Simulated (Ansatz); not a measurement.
`[CH3][GeH2][Br]` + CH₃NH₂ → `[CH3][GeH2][CH2]N` + HBr  (formal exchange of groups at a Ge–Br bond)

Gas-phase electronic energies from Ansatz, PBE0-D4/def2-TZVP geometries. CBS: MP2 limit from def2 TZ/QZ plus the TZ coupled-cluster correction, frozen cores. Functionals use def2-TZVPP. For Br, Ge outer-core shells are correlated without core-valence functions, which leaves a few kJ/mol of doubt a bond. Scalar relativity is left out up to krypton. Each species was taken in one conformer, which may not be the lowest.

`[CH3][GeH2][Br]`:

Z-matrix (Å, degrees):
```
C
Ge 1 1.941
H 1 1.090 2 109.8
H 1 1.090 2 109.8 3 120.0
H 1 1.092 2 109.8 3 -120.0
Br 2 2.320 1 107.7 3 -60.0
H 2 1.536 1 112.7 3 56.9
H 2 1.536 1 112.7 3 -176.8
```

CH₃NH₂:

```xyz
7

C     0.176    0.540    0.011
N    -0.234   -0.809   -0.340
H     0.154    0.775    1.086
H    -0.468    1.259   -0.500
H     1.194    0.714   -0.346
H    -1.179   -0.987   -0.026
H     0.358   -1.492    0.116
```

`[CH3][GeH2][CH2]N`:

Z-matrix (Å, degrees):
```
C
Ge 1 1.956
H 1 1.091 2 110.5
H 1 1.091 2 110.3 3 -120.0
H 1 1.091 2 110.6 3 120.1
C 2 1.967 1 110.6 3 59.3
H 2 1.547 1 109.8 3 -59.7
H 2 1.540 1 110.3 3 -178.9
N 6 1.455 2 110.4 1 -172.2
H 6 1.101 2 108.6 1 -45.3
H 6 1.094 2 106.9 1 69.5
H 9 1.012 6 111.0 2 61.8
H 9 1.013 6 111.2 2 -179.2
```

HBr:

```xyz
2

Br    0.480   -0.338    0.400
H    -0.480    0.338   -0.400
```

```csv
level,ΔE (kcal/mol),difference from CCSD(T)/CBS
PBE-D4,26.3,0.0
ωB97X-V,27.3,1.0
ωB97M-V,27.1,0.8
B2PLYP,27.9,1.6
PBE,26.9,0.6
CCSD/def2-TZVPP,26.2,-0.1
MP2/def2-QZVPP,26.8,0.5
HF/CBS(def2),32.4,6.1
MP2/CBS(def2),27.1,0.8
CCSD/CBS(def2),26.9,0.6
CCSD(T)/CBS,26.3,0
```

Largest T1 diagnostic among the species: 0.010.

In def2-TZVPP, CCSD(T) changes the Hartree–Fock value by −6.7 kcal/mol (the triples alone add −0.6 kcal/mol) and MP2 by −5.9 kcal/mol. The D4 term adds −0.8 kcal/mol with B3LYP and −0.5 kcal/mol with PBE0; it sums over pairs of atoms, weighted by their polarisabilities, and B3LYP, whose exchange is more repulsive, gets the larger term.

B3LYP here is the variant with VWN-RPA as its local correlation; programs differ in this.
